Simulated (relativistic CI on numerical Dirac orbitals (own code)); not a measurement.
Crystal-field levels of Ti²⁺, 3d2

Calculated by Dirac-Coulomb-Breit CI, separate exchange-only KLI orbitals for each configuration, model QED (radiative potential, 1s self-energy scaled to tabulated hydrogen-like ionisation energies), valence Slater integrals scaled by 0.9, one configuration in a parametric crystal field (own radial code). With so little scaling, terms lie 10 to 35 % too far apart, which can change the order of excited levels.

Field parameters in Wybourne normalisation: Td as Oh with Dq negative (B⁴₀ = 21Dq, B⁴₄ = √(5/14) B⁴₀). The field is a parameter set, without covalency.

S is read from ⟨S²⟩ = S(S + 1).

Levels (cm⁻¹, degeneracy): 0 (3), 11451 (1), 11475 (3), 11486 (2), 11528 (3), 11994 (2), 17940 (3), 17943 (2), 18034 (3), 18070 (1), 20612 (1), 23180 (3).

(1) Which field gives this pattern?
A. Td, 10Dq = -7850 cm⁻¹
B. Td, 10Dq = -3600 cm⁻¹
C. Td, 10Dq = -11500 cm⁻¹

Answers

(1) C. Td, 10Dq = -11500 cm⁻¹, ground level with S = 1.00.
